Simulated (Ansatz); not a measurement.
The same hydrolysis along the group F, Cl, Br.

Program: Ansatz. Geometries: PBE0-D4/def2-TZVP. ΔE: electronic, gas phase. CCSD(T)/CBS is the MP2 limit (def2-TZVPP, def2-QZVPP) plus CCSD(T) − MP2 in def2-TZVPP, frozen cores. This one scheme is used for every species. DFT in def2-TZVPP. For Br, Mg outer-core shells are correlated without core-valence functions, which leaves a few kJ/mol of doubt a bond. Scalar relativity is left out up to krypton. Each species was taken in one conformer, which may not be the lowest.

```csv
reaction,CCSD(T)/CBS(def2) (kcal/mol)
`[NH2][Mg][F]` + H₂O → `[NH2][Mg][OH]` + H–F,14.3
`[NH2][Mg][Cl]` + H₂O → `[NH2][Mg][OH]` + HCl,?
`[NH2][Mg][Br]` + H₂O → `[NH2][Mg][OH]` + HBr,22.6
```

Fill in the missing values. (Estimate.)

Ansatz gave: `[NH2][Mg][Cl]` + H₂O → `[NH2][Mg][OH]` + HCl: +20.3 kcal/mol.

Largest T1 diagnostic: 0.011, for `[NH2][Mg][F]`.
